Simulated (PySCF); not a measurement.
## `C=C(F)O[C@H](F)C(=O)O`, C4H4F2O3

Geometry:
```
atom   x (Å)   y (Å)   z (Å)
  C1  -2.490   0.314  -0.507
  C2  -1.374  -0.187  -0.018
  F3  -0.942  -1.420  -0.365
  O4  -0.592   0.410   0.905
  C5   0.725  -0.029   1.005
  F6   1.317   0.755   1.940
  C7   1.487   0.125  -0.335
  O8   0.998   0.568  -1.331
  O9   2.729  -0.311  -0.215
 H10  -3.083  -0.256  -1.193
 H11  -2.809   1.297  -0.223
 H12   0.801  -1.072   1.359
 H13   3.228  -0.193  -1.041
```

Level of theory: GIAO CAM-B3LYP/pcSseg-1 magnetisability, rotational g tensor and spin-rotation constants, non-relativistic, gas phase in PySCF. Geometry: GFN2-xTB.

(1) How diamagnetic is it, and how anisotropic?

(2) Split it along the inertial axes a, b, c into diamagnetic and paramagnetic parts about the centre of mass, with the quadrupole moment.

(3) And the rotational g tensor?

Answers

(1) Isotropic -1053 × 10⁻³⁰ J/T², or -63.4 × 10⁻⁶ cm³/mol; principal values -1124, -1030, -1005 × 10⁻³⁰ J/T², anisotropy 108 × 10⁻³⁰ J/T² (root of half the summed squared differences of the principal values). The susceptibility is in cgs units.

(2) 
| axis | χ (10⁻⁶ cm³/mol) | diamagnetic (10⁻⁶ cm³/mol) | paramagnetic (10⁻⁶ cm³/mol) | summed x² of all electrons (Å²) | quadrupole Θ (D Å) |
| --- | --- | --- | --- | --- | --- |
| a | -63.6 | -501.5 | 437.9 | 195.2 | +7.63 |
| b | -61.5 | -991.0 | 929.6 | 79.9 | -4.50 |
| c | -65.1 | -1167.1 | 1102.0 | 38.4 | -3.13 |

Anisotropies 2χaa − χbb − χcc = -0.7 and 2χbb − χaa − χcc = +5.8 × 10⁻⁶ cm³/mol. Θ is traceless in Buckingham's convention.

(3) 
```
axis  rotational constant (GHz)        g  nuclear part  electronic part
   a                     2.6655  -0.0339        0.5145          -0.5484
   b                     1.2629  -0.0131        0.5384          -0.5515
   c                     1.0420  -0.0094        0.5300          -0.5394
```
Asymmetric top; isotopes 12C, 19F, 1H, 16O; no vibrational averaging.
